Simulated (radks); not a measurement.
Q: These are the eigenvalues of the occupied orbitals of an atom or ion with whole-number occupations (eV). Calculated with a radial shooting solver on a logarithmic mesh with Libxc functionals: scalar-relativistic Kohn-Sham, r2SCAN, spin-polarised, spherical densities, finite nucleus; meta-GGA in the generalised Kohn-Sham scheme; Fermi nuclear charge, rms radius of each element as measured or else 0.836 A^(1/3) + 0.57 fm.

| orbital | eigenvalue |
|---|---|
| 1s | -49743.16 |
| 2s | -9253.708 |
| 2p | -8385.324 |
| 3s | -2973.609 |
| 3p | -2700.671 |
| 3d | -2344.927 |
| 4s | -1392.876 |

Which element is it, and in what charge state? The configuration may be excited. Open shells, if any, are filled with parallel spins first.

A: Z = 63, europium, charge +33: Eu33+ in [Ar] 3d10 4s2. The list shows which subshells hold electrons but not how many an open one holds; the 1s level, -1828 hartree, gives Z - s = 60.5 by -(Z - s)^2/2, which with screening and relativity narrows Z to a few neighbours, and the depths of the outer levels then fix element, charge and occupations together.
